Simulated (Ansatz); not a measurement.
Start from `[Cl][Ge]([Cl])([Br])[Br]` and change one element to get `ClC(Cl)(Br)Br`.

Ansatz, PBE0-D4/def2-TZVP geometries, multiplicity 1. 

Scalar relativity is left out up to krypton. Spin–orbit coupling is left out; it splits and shifts lone-pair levels of the heavy atoms by tenths of an eV.

| property | `[Cl][Ge]([Cl])([Br])[Br]` |
| --- | --- |
| HOMO energy (PBE/def2-TZVPP) / eV | -7.64 |
| size of the dipole moment (PBE/def2-TZVPP) / D | 0.35 |
| LUMO energy (PBE0/def2-TZVPP) / eV | -2.58 |
| zero-point energy (PBE0-D4/def2-TZVP) / kJ/mol | 12.8 |
| HOMO energy (ωB97M-V/def2-TZVPP) / eV | -11.16 |
| HOMO energy (PBE0/def2-TZVPP) / eV | -8.96 |

(1) What does the change do to each property? (An estimate is asked.)

Answers

(1) Ansatz gave: 
```
                                      property  `ClC(Cl)(Br)Br`  shift
             HOMO energy (PBE/def2-TZVPP) / eV            -7.03   0.61
size of the dipole moment (PBE/def2-TZVPP) / D             0.05  -0.30
            LUMO energy (PBE0/def2-TZVPP) / eV            -2.14   0.44
zero-point energy (PBE0-D4/def2-TZVP) / kJ/mol             22.1    9.3
         HOMO energy (ωB97M-V/def2-TZVPP) / eV           -10.58   0.58
            HOMO energy (PBE0/def2-TZVPP) / eV            -8.36   0.60
```

With PBE0 the HOMO rises by 0.60 eV and the LUMO rises by 0.44 eV, so the gap narrows by about 0.16 eV. PBE moves the HOMO by 0.61 eV and ωB97M-V by 0.58 eV.

Positive LUMOs are unbound, so they and the gaps depend on the basis.
